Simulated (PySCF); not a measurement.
Compound: C2H6Cl4Si2.
Bonds: C1–Si2, Si2–C3, Si2–Cl4, Si2–Si5, Si5–Cl6, Si5–Cl7, Si5–Cl8. Hydrogens: H9, H10, H11 on C1; H12, H13, H14 on C3.

Structure optimised with GFN2-xTB, isolated species.

(1) What internal coordinates does the optimisation give?

Results:

(1) 
```
                     bond  length (bohr)   order
           C1–Si2, Si2–C3          3.601  single
                  Si2–Cl4          3.837  single
                  Si2–Si5          4.423  single
Si5–Cl6, Si5–Cl7, Si5–Cl8          3.841  single
   C1–H9 and 5 like bonds          2.053  single
```

Bonds in one row agree within 0.02 bohr and their mean is given. Orders are formal, as drawn. A selection of angles:
```
      angle  degrees
  Si2–C1–H9    111.5
  H9–C1–H10    107.4
  C1–Si2–C3    110.7
 C1–Si2–Cl4    108.5
 C1–Si2–Si5    109.4
Cl4–Si2–Si5    110.4
Si2–Si5–Cl6    113.5
Si2–Si5–Cl8    109.8
Cl6–Si5–Cl7    106.7
Cl6–Si5–Cl8    106.4
```

Dihedral angles: C1–Si2–Si5–Cl6 180° (antiperiplanar).

Si5 (chlorine-bound silicon) is distorted tetrahedral (angles from 106.4° to 113.5°). Si2 (chlorine-bound silicon) is tetrahedral (angles from 108.5° to 110.7°).

Point group: Cs (tolerance 0.08 Å). GFN2-xTB frequencies: not computed here.
